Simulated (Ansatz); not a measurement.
Coupled-cluster diagnostics for the cluster Sr₃S₄, Ansatz.

Geometry of the singlet (PBE-D4/def2-SVP):

```csv
atom,x (Å),y (Å),z (Å)
Sr1,1.3514,-0.2728,-0.8264
Sr2,-0.0312,2.6676,1.1235
Sr3,-1.7455,-2.3090,-0.0372
S4,-0.6031,-0.1608,1.5801
S5,-1.5697,0.5994,-0.2516
S6,2.1896,2.3233,-0.1913
S7,0.4084,-2.8477,-1.3973
```

In the def2 sets Sr takes a core potential; there is no spin–orbit coupling. Correlated methods freeze 20 core orbitals; core or outer-core shells of Sr are correlated, in sets that lack core-valence functions. Another isomer (singlet) lies 0.30 eV lower at PBE0-D4/def2-TZVP; other spin states weren't run for this one.

Task: Estimate the CCSD(T) correlation energy, the shares of MP2 and (T), T1 and the reference's ⟨S²⟩ for: charge 0, singlet, own geometry in def2-SVP; and the rough time on 4 threads of INTEL XEON PLATINUM 8581C on a shared host.

Result: 
```tsv
state	basis	correlation (eV)	MP2 share (%)	(T) share (%)	T1	⟨S²⟩ (pure)	wall time
charge 0, singlet, own geometry	def2-SVP	-22.639	90.6	3.5	0.016	0.00 (0.00)	22 s
```
Customary marks for T1 are 0.02 (closed shells), 0.045 (open shells) and about 0.05 (3d metals). T1 stays under 0.02 throughout.
